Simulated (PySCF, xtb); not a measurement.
Te(OH)(SeH) (H₂OSeTe), SMILES O[Te][SeH]. Other conformers were not sampled.

Harmonic wavenumbers (cm⁻¹) from GFN2-xTB in xtb 6.7.1 at its own minimum, in rising order: 145, 247, 255, 279, 520, 632, 922, 1982, 3606.

What does B3LYP-D3(BJ)/def2-SVP run with PySCF give at its own minimum? (An estimate is asked for; the answer gives what the named calculation found.)

141, 238, 316, 388, 582, 684, 1001, 2372, 3787. Paired by order, the mean absolute difference is 105 cm⁻¹ and the zero-point energies are 12.3 and 13.6 kcal/mol.
